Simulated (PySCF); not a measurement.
Method: PBE-D3(BJ)/def2-TZVP // B3LYP-D3(BJ)/def2-TZVP run with PySCF. All species are isolated molecules in the gas phase. One relaxed conformer stands for a flexible species; it need not be the lowest. Excitations are Tamm–Dancoff values on a coarser integration grid. The basis has no diffuse functions, so Rydberg states are missing or too high.

Reference species (SMILES): `C(=[SiH2])(C=C)C` (C–C–C–Si torsion 180°) (neutral, multiplicity 1).

```json
{
 "brightest of the four lowest singlets (TDA)": "4.37 eV",
 "T1 excitation (TDA)": "1.92 eV"
}
```

Changed species: `C=CC[SiH]=C` (C–C–C–Si torsion -104°, C–C–Si–C torsion -114°).

Q: Give the shifts of the brightest of the four lowest singlets (TDA) and T1 excitation (TDA).

A: the brightest of the four lowest singlets (TDA) increases by 1.42 eV, to 5.79 eV; the T1 excitation (TDA) goes up by 0.86 eV, to 2.78 eV.
